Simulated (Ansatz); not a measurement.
Ru4⁺, relaxed as a doublet with UKS PBE-D4/def2-SVP in Ansatz, starting from the GFN2-xTB geometry. Force threshold 0.02 eV/Å.

In the def2 sets Ru takes a core potential; there is no spin–orbit coupling. The charge 1 doublet is spin-contaminated (final ⟨S²⟩ up to 2.52, 0.75 for a pure state). The structure comes from a short search, and lower isomers may exist.

Start:

```csv
atom,x (Å),y (Å),z (Å)
Ru1,-0.075,2.130,-1.200
Ru2,1.231,0.047,2.071
Ru3,-2.309,-0.546,0.534
Ru4,1.153,-1.631,-1.404
```

(1) Estimate the energy that the relaxation releases and the steps that it takes.

(2) Does the start keep its bonding and symmetry?

(3) Predict the relaxed structure.

## Answers

(1) 924.9 kJ/mol, in 14 steps; 5.3 min on 2 threads of Arm Neoverse V1 on a shared host. The force fell under the threshold at step 12, but the optimiser went on. No frequencies were taken in this run, so the end may be a saddle point.

(2) Bonds formed: Ru1–Ru2, Ru1–Ru3, Ru1–Ru4, Ru2–Ru3, Ru2–Ru4, Ru3–Ru4 (atoms count from 1).

(3) 
Cartesian coordinates in Å:
```
Ru -0.094 1.201 -0.918
Ru 0.654 -0.172 1.346
Ru -1.412 -0.181 0.493
Ru 0.852 -0.848 -0.921
```
Bond lengths (bridged metal pairs left out): 6 × Ru–Ru 2.23 to 2.75 Å.
